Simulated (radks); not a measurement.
The nuclear charge of the rhenium ion Re2+ is varied continuously with 73 electrons held in [Xe] 4f14 5d5. All-electron calculation, Dirac Kohn-Sham, BLYP, spin-unpolarised, spherical densities, finite nucleus; open shells fill j = l - 1/2 first; Fermi nuclear charge, rms radius 5.3698 fm. Program: a radial shooting solver on a logarithmic mesh with Libxc functionals. By the Hellmann-Feynman theorem dE/dZ = E(electron-nucleus)/Z, the electronic potential at the nucleus (averaged over a nucleus of fixed radius).

\begin{tabular}{lrrrrr}
Z & E (hartree) & E(electron-nucleus)/Z (hartree) & HOMO & e(HOMO) (eV) & <r> HOMO (bohr) \\ \hline
74 & -16163.9751 & -545.329 & 5d5/2 & -9.612 & 2.114 \\
74.1 & -16218.5655 & -546.479 & 5d5/2 & -10.603 & 2.077 \\
74.2 & -16273.2709 & -547.630 & 5d5/2 & -11.623 & 2.043 \\
74.3 & -16328.0915 & -548.781 & 5d5/2 & -12.670 & 2.010 \\
74.4 & -16383.0271 & -549.933 & 5d5/2 & -13.745 & 1.980 \\
74.5 & -16438.0780 & -551.085 & 5d5/2 & -14.846 & 1.951 \\
74.6 & -16493.2441 & -552.237 & 5d5/2 & -15.973 & 1.923 \\
74.7 & -16548.5255 & -553.390 & 5d5/2 & -17.124 & 1.897 \\
74.8 & -16603.9222 & -554.544 & 5d5/2 & -18.300 & 1.872 \\
74.9 & -16659.4343 & -555.698 & 5d5/2 & -19.499 & 1.848 \\
75 & -16715.0619 & -556.853 & 5d5/2 & -20.721 & 1.826 \\
75.1 & -16770.8050 & -558.009 & 5d5/2 & -21.966 & 1.804 \\
75.2 & -16826.6637 & -559.165 & 5d5/2 & -23.233 & 1.783 \\
75.3 & -16882.6381 & -560.322 & 5d5/2 & -24.521 & 1.763 \\
75.4 & -16938.7282 & -561.480 & 5d5/2 & -25.831 & 1.744 \\
75.5 & -16994.9341 & -562.639 & 5d5/2 & -27.161 & 1.725 \\
75.6 & -17051.2559 & -563.798 & 5d5/2 & -28.511 & 1.707 \\
75.7 & -17107.6937 & -564.958 & 5d5/2 & -29.882 & 1.690 \\
75.8 & -17164.2475 & -566.119 & 5d5/2 & -31.272 & 1.673 \\
75.9 & -17220.9175 & -567.281 & 5d5/2 & -32.681 & 1.657 \\
76 & -17277.7037 & -568.443 & 5d5/2 & -34.110 & 1.642 \\
\end{tabular}

The central difference of E at Z = 75 is -556.853 hartree, to compare with the third column; the second derivative is -11.6 hartree.
